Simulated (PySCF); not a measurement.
# Ag⁺: ionisation energy

Ag⁺ [Kr] 4d10 (1S) → Ag²⁺ [Kr] 4d9 (2D), as a difference of total energies. Calculation: PySCF 2.14, in cc-pVTZ-PP with ECP28MDF (5s5p4d2f1g, 63 functions); scalar relativity through the core potential. Correlated levels: valence: 4s2 4p6 frozen. The calculations carry no spin-orbit coupling.

```
           method  ionisation energy (eV)
              UHF                  19.675
             BP86                  21.839
             MN15                  21.847
    MP2 (valence)                  21.677
SCS-MP2 (valence)                  21.465
```

**Question.** How much does correlation contribute at MP2 (valence)?

**Answer.** 21.677 − (19.675) = 2.002 eV, measured against UHF.

The reference lies between the lowest fine-structure levels, while these numbers refer to the centres of the terms.

Errors of the correlated levels include the incompleteness of this basis and the frozen core.

For comparison: 21.484 eV (measured; NIST Atomic Spectra Database, ionization energies).
